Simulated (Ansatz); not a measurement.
Basis-set extrapolation for CH$_{6}$AlFSi, SMILES `[F][AlH][CH2][SiH3]` (PBE0-D4/def2-TZVP geometry, frozen core, Ansatz). Multiplicity 1, RHF reference.

```
                      def2-TZVPP   def2-QZVPP
                 HF  -671.813416  -671.836869
    MP2 correlation    -0.636232    -0.687260
CCSD(T) correlation    -0.700320      not run
```

Energies in hartree. Use E(X) = E(∞) + A·exp(−7.88·√X) for Hartree–Fock and E(X) = E(∞) + B·X^(−2.97) for correlation, with X = 3 and 4, and add CCSD(T) minus MP2 of the smaller set to the MP2 limit.

Task: What is the CCSD(T) energy at the basis-set limit?

Result: HF limit: -671.836869 + (-0.023453) × 0.13774 = -671.84010. MP2 limit: -0.687260 + (-0.051028) × 0.74074 = -0.72506. Higher-order term: -0.700320 − (-0.636232) = -0.06409. Total: -672.62925 hartree, 303.3 kJ/mol below CCSD(T)/def2-TZVPP.
